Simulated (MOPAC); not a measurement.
Input file for MOPAC: PM6 on C4H8O (SMILES C=CCOC).

```
PM6 1SCF PRECISE CHARGE=0 THREADS=1
C4H8O

C      1.84017157 1     0.75339671 1    -0.20250681 1
C      1.13683210 1    -0.36570012 1    -0.09717745 1
C      0.09097147 1    -0.61539865 1     0.94815194 1
O     -1.16444261 1    -0.98599194 1     0.39719956 1
C     -1.82293922 1     0.07467183 1    -0.26664866 1
H      2.59932333 1     0.88203369 1    -0.96352601 1
H      1.68580670 1     1.58297293 1     0.47896271 1
H      1.29949847 1    -1.18085285 1    -0.79683416 1
H      0.38520264 1    -1.45823957 1     1.57819870 1
H     -0.01784207 1     0.26882645 1     1.59139439 1
H     -2.78003180 1    -0.31272968 1    -0.61197089 1
H     -2.00168783 1     0.91698709 1     0.41452088 1
H     -1.25086274 1     0.44002412 1    -1.12604701 1
```

Program output:

```
*******************************************************************************
 **                                                                           **
 **                              MOPAC v23.2.5                                **
 **                                                                           **
 *******************************************************************************
 ** MOPAC's Digital Object Identifier: https://doi.org/10.5281/zenodo.6511958 **
 **                                                                           **
 ** Please cite the open-source release paper for use of this MOPAC version:  **
 ** J. E. Moussa and J. J. P. Stewart (2026)                                  **
 ** MOPAC: An open-source semiempirical molecular orbital program             **
 ** J. Open Source Softw., 11(119), 8025, https://doi.org/10.21105/joss.08025 **
 *******************************************************************************

                              PM6 CALCULATION RESULTS

 *******************************************************************************
 *  PM6        - The PM6 Hamiltonian to be used
 *
 *
 *
 *                 CHARGE ON SYSTEM = 0
 *
 *
 *
 *  PRECISE    - TIGHTER CRITERIA TO BE USED
 *  1SCF       - DO 1 SCF AND THEN STOP
 *  THREADS=1  - MULTI-THREADING NOT USED
 *  T=         - A TIME OF 172800.0 SECONDS REQUESTED
 *  DUMP=N     - RESTART FILE WRITTEN EVERY 7200.0 SECONDS REQUESTED
 *******************************************************************************
PM6 1SCF PRECISE CHARGE=0 THREADS=1
 C4H8O

   ATOM   CHEMICAL          X               Y               Z
  NUMBER   SYMBOL      (ANGSTROMS)     (ANGSTROMS)     (ANGSTROMS)

     1       C          1.84017157  *   0.75339671  *  -0.20250681  *
     2       C          1.13683210  *  -0.36570012  *  -0.09717745  *
     3       C          0.09097147  *  -0.61539865  *   0.94815194  *
     4       O         -1.16444261  *  -0.98599194  *   0.39719956  *
     5       C         -1.82293922  *   0.07467183  *  -0.26664866  *
     6       H          2.59932333  *   0.88203369  *  -0.96352601  *
     7       H          1.68580670  *   1.58297293  *   0.47896271  *
     8       H          1.29949847  *  -1.18085285  *  -0.79683416  *
     9       H          0.38520264  *  -1.45823957  *   1.57819870  *
    10       H         -0.01784207  *   0.26882645  *   1.59139439  *
    11       H         -2.78003180  *  -0.31272968  *  -0.61197089  *
    12       H         -2.00168783  *   0.91698709  *   0.41452088  *
    13       H         -1.25086274  *   0.44002412  *  -1.12604701  *



          CARTESIAN COORDINATES

    NO.       ATOM           X           Y           Z

     1         C          1.8402      0.7534     -0.2025
     2         C          1.1368     -0.3657     -0.0972
     3         C          0.0910     -0.6154      0.9482
     4         O         -1.1644     -0.9860      0.3972
     5         C         -1.8229      0.0747     -0.2666
     6         H          2.5993      0.8820     -0.9635
     7         H          1.6858      1.5830      0.4790
     8         H          1.2995     -1.1809     -0.7968
     9         H          0.3852     -1.4582      1.5782
    10         H         -0.0178      0.2688      1.5914
    11         H         -2.7800     -0.3127     -0.6120
    12         H         -2.0017      0.9170      0.4145
    13         H         -1.2509      0.4400     -1.1260

 General Reference for PM6:
 "Optimization of Parameters for Semiempirical Methods V: Modification of NDDO Approximations
 and Application to 70 Elements", J. J. P. Stewart, J. Mol. Mod., 13, 1173-1213 (2007)
 URL: https://link.springer.com/article/10.1007/s00894-007-0233-4

           Empirical Formula: C4 H8 O  =    13 atoms



      MOLECULAR POINT GROUP   :   C1


      RHF CALCULATION, NO. OF DOUBLY OCCUPIED LEVELS = 15


 -------------------------------------------------------------------------------
 PM6 1SCF PRECISE CHARGE=0 THREADS=1
 C4H8O



     1SCF WAS SPECIFIED, SO BFGS WAS NOT USED
     SCF FIELD WAS ACHIEVED


                              PM6 CALCULATION
                                                       MOPAC v23.2.5 Linux




          FINAL HEAT OF FORMATION =        -28.11507 KCAL/MOL =    -117.63347 KJ/MOL


          COSMO AREA              =        121.24 SQUARE ANGSTROMS
          COSMO VOLUME            =        108.21 CUBIC ANGSTROMS

          IONIZATION POTENTIAL    =          9.858529 EV
          HOMO LUMO ENERGIES (EV) =         -9.859  0.839
          NO. OF FILLED LEVELS    =         15
          MOLECULAR WEIGHT        =         72.1066         POINT GROUP:  C1

          MOLECULAR DIMENSIONS (Angstroms)

            Atom       Atom       Distance
            H    11    H     6     5.52164
            H    13    H     9     3.54556
            H     7    H     8     2.87714


          SCF CALCULATIONS        =          1





   ATOM   CHEMICAL          X               Y               Z
  NUMBER   SYMBOL      (ANGSTROMS)     (ANGSTROMS)     (ANGSTROMS)

     1       C          1.84017157  *   0.75339671  *  -0.20250681  *
     2       C          1.13683210  *  -0.36570012  *  -0.09717745  *
     3       C          0.09097147  *  -0.61539865  *   0.94815194  *
     4       O         -1.16444261  *  -0.98599194  *   0.39719956  *
     5       C         -1.82293922  *   0.07467183  *  -0.26664866  *
     6       H          2.59932333  *   0.88203369  *  -0.96352601  *
     7       H          1.68580670  *   1.58297293  *   0.47896271  *
     8       H          1.29949847  *  -1.18085285  *  -0.79683416  *
     9       H          0.38520264  *  -1.45823957  *   1.57819870  *
    10       H         -0.01784207  *   0.26882645  *   1.59139439  *
    11       H         -2.78003180  *  -0.31272968  *  -0.61197089  *
    12       H         -2.00168783  *   0.91698709  *   0.41452088  *
    13       H         -1.25086274  *   0.44002412  *  -1.12604701  *

                             CARTESIAN COORDINATES

   1    C        1.840171570     0.753396710    -0.202506810
   2    C        1.136832100    -0.365700120    -0.097177450
   3    C        0.090971470    -0.615398650     0.948151940
   4    O       -1.164442610    -0.985991940     0.397199560
   5    C       -1.822939220     0.074671830    -0.266648660
   6    H        2.599323330     0.882033690    -0.963526010
   7    H        1.685806700     1.582972930     0.478962710
   8    H        1.299498470    -1.180852850    -0.796834160
   9    H        0.385202640    -1.458239570     1.578198700
  10    H       -0.017842070     0.268826450     1.591394390
  11    H       -2.780031800    -0.312729680    -0.611970890
  12    H       -2.001687830     0.916987090     0.414520880
  13    H       -1.250862740     0.440024120    -1.126047010


           Empirical Formula: C4 H8 O  =    13 atoms



      MOLECULAR POINT GROUP   :   C1


                  EIGENVALUES
 -30.22062 -27.70226 -25.43025 -23.35554 -19.89903 -17.35869 -16.45473 -15.96779
 -15.01650 -14.16165 -13.08829 -12.39701 -11.88055 -10.59024  -9.85853   0.83904
   2.41115   3.99778   4.27802   5.17845   5.46355   5.54352   5.69397   5.76029
   5.87120   6.09684   6.27972   6.35819


              NET ATOMIC CHARGES AND DIPOLE CONTRIBUTIONS

  ATOM NO.   TYPE          CHARGE      No. of ELECS.   s-Pop       p-Pop
    1          C          -0.334634        4.3346     1.12147     3.21317
    2          C          -0.160404        4.1604     1.11923     3.04117
    3          C          -0.019733        4.0197     1.08600     2.93373
    4          O          -0.411810        6.4118     1.84593     4.56588
    5          C          -0.189885        4.1899     1.08706     3.10283
    6          H           0.154594        0.8454     0.84541
    7          H           0.150235        0.8498     0.84977
    8          H           0.150574        0.8494     0.84943
    9          H           0.146901        0.8531     0.85310
   10          H           0.116346        0.8837     0.88365
   11          H           0.149778        0.8502     0.85022
   12          H           0.120352        0.8796     0.87965
   13          H           0.127684        0.8723     0.87232
 DIPOLE           X         Y         Z       TOTAL
 POINT-CHG.     0.548     1.651    -0.066     1.741
 HYBRID        -0.010    -0.048    -0.030     0.057
 SUM            0.538     1.603    -0.096     1.694


          ATOMIC ORBITAL ELECTRON POPULATIONS

     Atom    s        px        py        pz
    1  C   1.12147   1.06357   1.05270   1.09689
    2  C   1.11923   0.97805   1.03480   1.02832
    3  C   1.08600   0.83163   1.11540   0.98671
    4  O   1.84593   1.38098   1.42457   1.76033
    5  C   1.08706   1.06261   0.97293   1.06728
    6  H   0.84541
    7  H   0.84977
    8  H   0.84943
    9  H   0.85310
   10  H   0.88365
   11  H   0.85022
   12  H   0.87965
   13  H   0.87232

 **********************
 *                    *
 * JOB ENDED NORMALLY *
 *                    *
 **********************




 == MOPAC DONE ==
```

The run finished.

Cost: around 0.010 core-seconds (rough).
